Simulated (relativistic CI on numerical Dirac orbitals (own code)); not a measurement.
Computed by Dirac-Coulomb-Breit CI, orbitals from a KLI potential per configuration, model QED, unscaled Slater integrals (own radial code, finite nucleus).

Configurations in the expansion (outside the closed core [Ne]): 3s2.3p6.3d7, 3s2.3p5.3d8, 3s2.3p4.3d9, 3s.3p6.3d8, 3p6.3d9, 3s.3p5.3d9, 3s2.3p6.3d6.4s, 3s2.3p6.3d6.4p, 3s2.3p4.3d8.4s, 3s2.3p6.3d6.4d, 3s2.3p4.3d8.4p, 3s2.3p5.3d7.4s, 3s2.3p6.3d6.4f, 3s2.3p4.3d8.4d, 3s.3p5.3d8.4s, 3s2.3p5.3d7.4p, 3s.3p5.3d8.4p, 3s2.3p5.3d7.4d, 3s2.3p6.3d5.4s2, 3s.3p5.3d8.4d, 3s.3p6.3d7.4s, 3p6.3d8.4s, 3s2.3p6.3d5.4s.4p, 3s2.3p5.3d7.4f, 3p6.3d8.4p, 3s2.3p6.3d6.5s, 3s.3p6.3d7.4p, 3s2.3p6.3d5.4p2, 3s2.3p6.3d6.5p, 3p6.3d8.4d, 3s2.3p5.3d6.4s2, 3s2.3p6.3d6.5d, 3s2.3p6.3d6.5f, 3s.3p6.3d6.4s2, 3s2.3p5.3d7.5s, 3s2.3p6.3d6.6s. Levels of other configurations are missing.

At this charge energies of transitions that change n are usually good to better than 1 %, and those within a shell (Δn = 0) to a few per cent.

Outline of the computed level scheme of Re LI. Lowest level of each configuration: 3s2.3p6.3d7 4F_9/2 at 0.000 eV; 3s2.3p5.3d8 4G°_11/2 at 419.333 eV.

Some strong electric-dipole decays among the lowest 45 levels: 3s2.3p5.3d8 4D°_7/2 → 3s2.3p6.3d7 4F_9/2 (2.2e+12 s⁻¹); 3s2.3p5.3d8 2G°_7/2 → 3s2.3p6.3d7 4F_9/2 (1.8e+12 s⁻¹); 3s2.3p5.3d8 4S°_3/2 → 3s2.3p6.3d7 4P_5/2 (1.8e+12 s⁻¹); 3s2.3p5.3d8 2G°_9/2 → 3s2.3p6.3d7 2H_11/2 (1.6e+12 s⁻¹); 3s2.3p5.3d8 2P°_3/2 → 3s2.3p6.3d7 2D_5/2 (1.6e+12 s⁻¹); 3s2.3p5.3d8 2P°_1/2 → 3s2.3p6.3d7 2P_3/2 (1.3e+12 s⁻¹); 3s2.3p5.3d8 4D°_5/2 → 3s2.3p6.3d7 4F_7/2 (1.2e+12 s⁻¹); 3s2.3p5.3d8 2G°_7/2 → 3s2.3p6.3d7 2H_9/2 (1.1e+12 s⁻¹).

LS names give the leading component of a level, which can be under half, so a name can repeat, a term be missing and a line seem to break the LS rules.
